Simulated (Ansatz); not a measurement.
System: C4H5N, charge 0, multiplicity 1. 
Geometry from a B3LYP-D3(BJ)/def2-TZVP (Ansatz, a first-principles code) optimisation:
```
C
C 1 1.3365
H 2 1.0826 1 120.89
H 1 1.0850 2 117.12 3 0.00
C 2 1.4241 3 115.94 1 180.00
N 5 1.1531 3 152.15 2 -180.00
C 1 1.4884 4 116.79 2 180.00
H 7 1.0890 1 112.12 4 -180.00
H 7 1.0936 8 108.70 1 -122.19
H 7 1.0936 8 108.70 9 -115.62
```
Charge 0, spin multiplicity 1.

Computed values are from Ansatz. Valence correlation only, unless marked. Open shells are spin-unrestricted. No spin-orbit coupling. Non-relativistic. Basis-set limits of correlation are two-point, X^-3; Hartree-Fock from the larger set. The bracket is a focal-point correction in the basis named.

```yaml
atomisation energy De: 1058.2 kcal/mol at RI-MP2/CBS(aug-cc-pVTZ,aug-cc-pVQZ)+[CCSD(T)-MP2]/aug-cc-pVTZ
total_energy: -209.8844 Eh at RI-MP2/CBS(aug-cc-pVTZ,aug-cc-pVQZ)+[CCSD(T)-MP2]/aug-cc-pVTZ
dipole_moment: 4.08 D at CCSD(T)/aug-cc-pVDZ
T1 diagnostic: 0.013 at CCSD/aug-cc-pVTZ
measured_dipole_moment: 4.08 D (NIST CCCBDB, as tabulated in the package chemicals; older table, unchecked)
```

The Hartree-Fock reference is unstable (checked in the largest basis), which strains HF and MP2.
